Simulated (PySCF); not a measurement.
Computed properties of C3H5ClOSi, SMILES C=C=C(Cl)[SiH2]O

C3H5ClOSi, SMILES [SiH2](O)C(Cl)=C=C. Geometry optimised at B3LYP-D3(BJ)/def2-SVP. The structure was generated by enumeration, and PubChem lists no compound with its InChIKey, so it may never have been made. Other conformers were not sampled. All values are computed for the isolated molecule unless a solvent is named; none is compared with measurement here.

**Structure.** All 27 harmonic modes at B3LYP-D3(BJ)/def2-SVP (PySCF) are real, so it is a minimum. With heavy atoms numbered as in [CH2:1]=[C:2]=[C:3]([Cl:4])[SiH2:5][OH:6], the shortest bond between them is C2–C3 at 1.309 Å and the longest C3–Si5 at 1.884 Å.

**Vibrations.** The strongest infrared lines (harmonic, unscaled, degenerate partners summed) lie at 933 cm⁻¹ (287 km/mol, H 48 %, C 23 %, Si 22 %), 817 cm⁻¹ (140 km/mol, H 55 %, O 36 %, Si 8 %), 2222 cm⁻¹ (136 km/mol, H 97 %). The softest mode is at 63 cm⁻¹ and the zero-point energy is 43.0 kcal/mol.

**Electronic structure.** HF/def2-TZVP (PySCF) places the frontier levels at -10.19 and 2.65 eV, a gap of 12.84 eV, and gives a dipole moment of 2.54 D and a mean polarisability of 76.6 bohr³. PBE/def2-TZVP (PySCF) at the same geometry gives -6.35 and -2.12 eV, so its gap is 8.61 eV narrower. An orbital gap is neither the optical nor the fundamental gap.

**Excitations.** TDA-PBE0/def2-SVPD (PySCF) has S1 at 4.72 eV (263 nm, f = 0.000, dark); the most intense of the 10 singlets computed lies at 7.31 eV (f = 0.97). T1 (TDA) is at 4.08 eV, 0.64 eV under S1. TDA-PBE/def2-SVPD (PySCF) puts S1 at 4.38 eV. No vertical singlet excitation falls in the visible range (under 3.1 eV).

**NMR.** GIAO shifts at PBE0/pcSseg-1 (PySCF) (non-relativistic, atoms alike by connectivity averaged): ¹³C from 89.7 to 225.6 ppm against TMS; ¹H from 1.5 to 5.7 ppm against TMS; ²⁹Si at -30.5 ppm against TMS. Without spin–orbit terms, shifts of atoms bonded to Cl or Br come out too high.

**Solvation.** SMD-B3LYP/6-31G* (PySCF) gives -3.3 kcal/mol in water, -4.0 kcal/mol in benzene, -6.6 kcal/mol in methanol (1 M in both phases, gas-phase geometry); of these solvents methanol holds the molecule best.
